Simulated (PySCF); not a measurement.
The multiplicity is imposed and other spin states were not computed.

Cartesian coordinates (Å):
```xyz
11

Cd    -0.2447    -0.1168     0.3822
Cl     1.0647     1.4913     1.3473
N     -1.5073    -1.5366    -0.2775
C     -1.0020    -2.8795    -0.4621
C     -2.4853    -1.1794    -1.2818
H     -1.8384    -3.6073    -0.4037
H     -0.5015    -3.0540    -1.4419
H     -0.2863    -3.1506     0.3316
H     -2.1062    -1.2147    -2.3288
H     -3.3446    -1.8809    -1.2362
H     -2.8884    -0.1683    -1.1065
```
Charge 0, spin multiplicity 1.

Q: Predict the total energy, HOMO, HOMO–LUMO gap, dipole moment, LUMO and charge on the central atom (Mulliken) from PBE-D3(BJ)/def2-TZVP // r2SCAN-D4/def2-SVP (PySCF).

A: 
| Quantity | Value |
|---|---|
| total energy | -20742.56 eV |
| HOMO | -4.90 eV |
| HOMO–LUMO gap | 2.64 eV |
| dipole moment | 2.55 D |
| LUMO | -2.26 eV |
| charge on the central atom (Mulliken) | 0.61 e |
